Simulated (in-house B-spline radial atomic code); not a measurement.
**Ionising V VI (V5+) with different functionals**

Computed with a B-spline radial code for spherical atoms: scalar-relativistic (spin-free X2C) Hamiltonian, Fermi nucleus of rms radius 3.6002 fm, spin-polarised at highest spin, spherical fractional occupations for the functionals, the average over the highest-spin determinants for Hartree-Fock. The ionisation energy is the difference of two self-consistent energies, [Ne] 3s2 3p6 → [Ne] 3s2 3p5, without Breit or QED terms; ε is the level of the shell that loses the electron (its least bound occupied spin orbital).

Hybrids are left out here: with spherical fractional occupations of an open shell their exact exchange keeps a self-interaction that integer-occupation calculations don't have.

| method | rung | ΔSCF (eV) | -ε(3p) (eV) |
| --- | --- | --- | --- |
| Hartree-Fock | Hartree-Fock | 127.31 | 128.40 |
| LDA VWN5 | LDA | 128.37 | 117.39 |
| LDA PW92 | LDA | 128.36 | 117.38 |
| LDA exchange-only | LDA | 126.35 | 115.46 |
| PBE | GGA | 128.34 | 117.41 |
| PBEsol | GGA | 128.22 | 117.28 |
| BLYP | GGA | 128.17 | 117.24 |
| RPBE | GGA | 128.33 | 117.40 |
| PW91 | GGA | 128.47 | 117.52 |
| BP86 | GGA | 128.44 | 117.49 |
| AM05 | GGA | 128.20 | 117.25 |
| OLYP | GGA | 128.68 | 117.79 |
| TPSS | meta-GGA | 128.60 | 117.73 |
| SCAN | meta-GGA | 129.17 | 118.46 |
| r2SCAN | meta-GGA | 129.12 | 118.42 |
| revTPSS | meta-GGA | 128.51 | 117.64 |

How do they compare with the NIST value?

NIST lists 128.12 eV ± 0.025 (measured, ground level to ground level). Errors run from -1.78 to +1.04 eV; BLYP is closest (+0.05 eV), but part of that can be cancellation, since the calculations leave out spin-orbit coupling, Breit-QED terms, multiplet and fine-structure energies. Hartree-Fock also lacks correlation.
